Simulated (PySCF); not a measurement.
## Computed vibrations of [Yb(H2O)2]3+

[Yb(H2O)2]3+ (singlet in the valence; each metal's 4f electrons, 13 of them, lie in its core potential, out of spins and levels). PySCF 2.14.0, RKS BP86, Yb lcecp-1-SVP with ECP59, O def2-SVP, H def2-SVP; non-relativistic Hamiltonian with scalar-relativistic core potentials where named; density fitting; no spin-orbit coupling. Central differences of gradients.

```xyz
7

Yb    0.0000    0.0000    0.0000
O     0.0000    0.0000    2.1990
H     0.5531    0.5531    2.8345
H    -0.5531   -0.5531    2.8345
O     0.0000    0.0000   -2.1990
H     0.5531   -0.5531   -2.8345
H    -0.5531    0.5531   -2.8345
```

Run from Python with OMP_NUM_THREADS=2. Where DIIS fails, smearing, a level shift and second-order steps follow.
It took 26 s on 2 threads of Arm Neoverse V1, on a shared host.

(1) What are the harmonic wavenumbers and infrared intensities?

(2) Is this a minimum?

An lcecp potential fixes the number of 4f electrons, so in runs with it no electron can move into or out of that shell.

Results:

(1) Modes are labelled in D2d; negative numbers are unstable modes, those under 60 cm⁻¹ near the noise; a finer grid moves soft modes by up to 10 cm⁻¹.
```csv
cm⁻¹,km/mol,symmetry
-66,–,e
-66,–,e
171,0.0,b1
430,43.7,b2
431,0.0,a1
648,52.7,e
648,52.7,e
720,417.2,e
720,417.2,e
1620,331.4,b2
1624,0.0,a1
3324,1482.2,b2
3344,0.0,a1
3348,484.0,e
3348,484.0,e
```

(2) No: 2 unstable; the lowest moves the atoms so:
```
Yb   0.07 -0.01  0.00
O   -0.32  0.02  0.00
H   -0.44  0.05  0.08
H   -0.44  0.05 -0.08
O   -0.32  0.02  0.00
H   -0.43  0.01 -0.09
H   -0.43  0.01  0.09
```
